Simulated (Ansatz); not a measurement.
C₂H₄GaN, one more setting.

```yaml
crystal:
  periodic: [false, false, false]
  atoms:
    - {symbol: N, position_ang: [0.231749, 1.315206, 0.100980]}
    - {symbol: C, position_ang: [-0.180118, 0.035119, 0.308582]}
    - {symbol: C, position_ang: [0.202763, -1.025175, -0.432453]}
    - {symbol: Ga, position_ang: [-1.305165, -0.990702, 1.661288]}
    - {symbol: H, position_ang: [0.691172, 1.562077, -0.763026]}
    - {symbol: H, position_ang: [-0.263273, 2.065412, 0.545005]}
    - {symbol: H, position_ang: [0.860597, -0.987666, -1.300968]}
    - {symbol: H, position_ang: [-0.145525, -2.031471, -0.175108]}
basis:
  gaussian: {orbitals: 6-31G}
hamiltonian: {xc: {name: r2SCAN0}}
output: {forces: true}
```

```sh
$ ansatz run in.yaml --threads 2 --pin off --events-out ev --progress --plain --max-ram 4352MiB
```

It prints (some lines left out):

```
Functional definition: r2SCAN0
764 factors; integrals over basis functions are off by at most 3.1e-4 eV
mean field evaluation 1: about -55986.2325 eV, gradient 4.8e1 eV
mean field evaluation 2: about -55974.7667 eV, gradient 7.4e1 eV
mean field evaluation 4: about -55991.7396 eV, gradient 6.2e0 eV
mean field evaluation 8: about -55991.9418 eV, gradient 8.2e-2 eV
mean field evaluation 16: about -55991.9418 eV, gradient 7.1e-6 eV
mean field -55991.94181703 eV, -2057.6659090746 hartree, gradient 7.1e-6 eV, S^2 0.000000; 0 other end points of the search recorded, 0 dependent functions left out
reference -55991.94182561 eV, -2057.6659093900 hartree; 27, 27 occupied and 37, 37 virtual orbitals, 764 factors
Total energy: -55991.94182561 eV, -2057.6659093900 hartree
Atom 0 at     0.231749     1.315206     0.100980 Å, force    -0.386153     0.377691    -0.375184 eV/Å
Atom 1 at    -0.180118     0.035119     0.308582 Å, force    -0.234005    -0.140446     0.639872 eV/Å
Atom 2 at     0.202763    -1.025175    -0.432453 Å, force     0.095598    -0.427940    -0.278970 eV/Å
Atom 3 at    -1.305165    -0.990702     1.661288 Å, force     0.223290     0.226439    -0.263010 eV/Å
Atom 4 at     0.691172     1.562077    -0.763026 Å, force     0.129837    -0.012477     0.163737 eV/Å
Atom 5 at    -0.263273     2.065412     0.545005 Å, force     0.186904    -0.038408     0.079453 eV/Å
Atom 6 at     0.860597    -0.987666    -1.300968 Å, force    -0.073592    -0.021511     0.134144 eV/Å
Atom 7 at    -0.145525    -2.031471    -0.175108 Å, force     0.058121     0.036654    -0.100042 eV/Å
Dipole moment:     0.006598     0.451099    -0.176540 e Å
```

Hardware: 2 threads of an AMD EPYC 9R14 on a shared host. Wall time 1.8 s, peak host memory 0.38 GiB.
